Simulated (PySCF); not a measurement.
difluoro(silyloxy)silane (F₂H₄OSi₂), SMILES F[SiH](O[SiH3])F.

Geometry optimised at B3LYP-D3(BJ)/def2-SVP. A frequency run showed that this geometry is not a minimum. The values are those of a single conformer.

These are PySCF with PBE/def2-TZVP values and carry that method's errors.

Estimate the frontier levels, gap, dipole moment and polarisability. (The exact figures need the calculation; the answer reports its results.)


The highest occupied level is -8.01 eV and the lowest empty level is -1.04 eV. The orbital gap is 6.97 eV, the dipole moment is 1.53 D and the quadrupole, principal values (traceless, Buckingham form, about the centre of nuclear charge) comes out as -3.36, -2.37, 5.72 D·Å. The mean static polarisability is 52.3 bohr³ (7.74 Å³) and the polarisability, principal values is 48.5, 48.8, 59.5 bohr³.
